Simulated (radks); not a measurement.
Minus the highest occupied eigenvalue as an estimate of the ionisation energy, Ga to Ga19+. The LB94 potential has the -1/r tail that LDA and GGA lack but no energy functional. All-electron calculation, scalar-relativistic Kohn-Sham, LB94 model potential, spin-polarised, spherical densities, finite nucleus; open shells are filled with parallel spins first; Fermi nuclear charge, rms radius 3.9973 fm. Program: a radial shooting solver on a logarithmic mesh with Libxc functionals.

species,configuration,HOMO,-e(HOMO) (eV),<r> (bohr),"IE, NIST (eV)",kind
Ga,[Ar] 3d10 4s2 4p1,4p up,6.264,3.10,5.999,exp.
Ga+,[Ar] 3d10 4s2,4s,22.240,2.12,20.515,exp.
Ga2+,[Ar] 3d10 4s1,4s up,33.318,1.99,30.726,exp.
Ga3+,[Ar] 3d10,3d,63.762,0.782,63.24,exp.
Ga4+,[Ar] 3d9,3d down,87.386,0.742,86.0,semi-emp.
Ga5+,[Ar] 3d8,3d down,113.18,0.709,113,theory
Ga6+,[Ar] 3d7,3d down,140.97,0.680,141,theory
Ga7+,[Ar] 3d6,3d down,170.59,0.654,170,theory
Ga8+,[Ar] 3d5,3d up,208.47,0.625,211,theory
Ga9+,[Ar] 3d4,3d up,242.39,0.605,244,theory
Ga10+,[Ar] 3d3,3d up,277.97,0.586,280,theory
Ga11+,[Ar] 3d2,3d up,315.15,0.568,319,theory
Ga12+,[Ar] 3d1,3d up,353.85,0.552,356,theory
Ga13+,[Ar],3p,470.04,0.578,471,semi-emp.
Ga14+,[Ne] 3s2 3p5,3p down,508.54,0.569,508.8,semi-emp.
Ga15+,[Ne] 3s2 3p4,3p down,547.84,0.559,548,semi-emp.
Ga16+,[Ne] 3s2 3p3,3p up,594.02,0.552,600,semi-emp.
Ga17+,[Ne] 3s2 3p2,3p up,635.32,0.543,640,semi-emp.
Ga18+,[Ne] 3s2 3p1,3p up,677.36,0.534,677,semi-emp.
Ga19+,[Ne] 3s2,3s,767.91,0.538,766,semi-emp.

Reference values: NIST Atomic Spectra Database (exp. = measured, semi-emp. = semi-empirical, theory = theoretical value adopted there). Open shells are spherical and high-spin; term and fine-structure splittings are not resolved.
